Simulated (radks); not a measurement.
Values are calculated unless marked as measured or tabulated.
Co2+, configuration [Ar] 3d7 (the NIST ground configuration). Code: a radial shooting solver on a logarithmic mesh with Libxc functionals. Model: scalar-relativistic Kohn-Sham, LDA (Slater exchange, Perdew-Wang correlation), spin-polarised, spherical densities, finite nucleus; open shells are filled with parallel spins first; Fermi nuclear charge, rms radius 3.7875 fm.

Normalised radial functions P(r) = r R(r), r in bohr:

```
   r/bohr * 3s down, o 3d up (the largest magnitude, 1.24, reaches the edge; | marks zero, & curves that meet)
 0.002097                             o*
  0.00303                             o *
 0.004378                             o  *
 0.006275                             o   *
 0.009067                             o    *
   0.0131                             o     *
  0.01893                             o       *
  0.02713                             o       *
   0.0392                             o       *
  0.05664                             o   *
  0.08118                           * |o
   0.1173                   *         |  o
   0.1695              *              |    o
   0.2448                   *         |         o
   0.3509                             |     *        o
   0.5071                             |                   o  *
   0.7326                             |                    o     *
     1.05                             |                 &
    1.517                             |      *    o
    2.192                             |*    o
    3.167                             * o
```

3s down: eigenvalue -119.11 eV, 2 radial nodes at r = 0.0732, 0.313 bohr, <r> = 0.777 bohr, 90 % of the charge inside 1.17 bohr. 3d up: eigenvalue -28.571 eV, 0 radial nodes, <r> = 1.01 bohr, 90 % of the charge inside 1.74 bohr.
